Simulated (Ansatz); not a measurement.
The cluster Ge4O9H2, relaxed as a singlet with RKS PBE-D4/def2-SVP in Ansatz, starting from the GFN1-xTB geometry. Force threshold 0.03 eV/Å.

The structure comes from a short search, and lower isomers may exist.

Start:

```tsv
atom	x (Å)	y (Å)	z (Å)
Ge1	-1.421	1.552	-0.300
Ge2	0.541	0.729	-1.643
Ge3	-0.444	-1.564	2.287
Ge4	2.082	-0.649	0.645
O5	-0.051	-2.432	3.579
O6	0.574	-0.414	1.455
O7	3.427	-1.299	1.236
O8	-2.668	2.037	0.585
O9	1.937	-0.031	-0.962
O10	-1.956	-1.554	1.502
O11	0.775	0.837	-3.342
O12	-1.059	0.038	-1.135
O13	0.060	2.301	-0.885
H14	-1.950	-1.007	0.710
H15	0.155	1.455	-3.731
```

```
step   energy (eV)  largest force component (eV/Å)  SCF passes
   1  -244436.9387                           1.776          28
   2  -244437.4319                           0.637          24
   3  -244437.5820                           0.490          29
   4  -244437.6394                           0.306          23
   5  -244437.6937                           0.306          24
   6  -244437.7485                           0.305          24
   7  -244437.8155                           0.395          30
   8  -244437.8993                           0.354          24
   9  -244438.0082                           0.280          30
  10  -244438.1333                           0.585          31
  11  -244438.3706                           1.255          31
  14  -244438.8956                           0.660          25
  17  -244439.0509                           0.309          30
  20  -244439.0738                           0.101          23
  23  -244439.0959                           0.394          23
  26  -244439.1799                           0.585          23
  29  -244439.2570                           0.306          24
  32  -244439.2969                           0.434          22
  35  -244439.3276                           0.480          23
  38  -244439.3451                           0.108          22
  41  -244439.3505                           0.049          22
  44  -244439.3523                           0.071          23
  45  -244439.3526                           0.024          24
```

Force components are those of the run's own axes.

End:

Cartesian coordinates in Å:
```
Ge 0.235 0.292 0.915
Ge 0.471 0.485 -1.609
Ge -2.535 -0.510 2.142
Ge 3.106 -0.110 -0.114
O -3.587 -0.420 3.399
O 1.956 -0.030 1.279
O 4.717 -0.394 0.023
O -0.848 0.195 2.282
O 2.230 0.160 -1.665
O -2.699 -1.184 0.529
O -0.137 0.746 -3.227
O -0.215 -0.823 -0.500
O 0.203 1.693 -0.258
H -1.834 -1.167 0.019
H -1.062 1.067 -3.215
```

Bonds lost: Ge3–O6 (atoms count from 1). Bonds formed: Ge1–O6, Ge3–O8 (atoms count from 1).

No frequencies were taken in this run, so the end may be a saddle point.

Hardware: 4 threads of Intel Xeon on a shared host. Wall time 6 min, peak host memory 0.64 GiB.
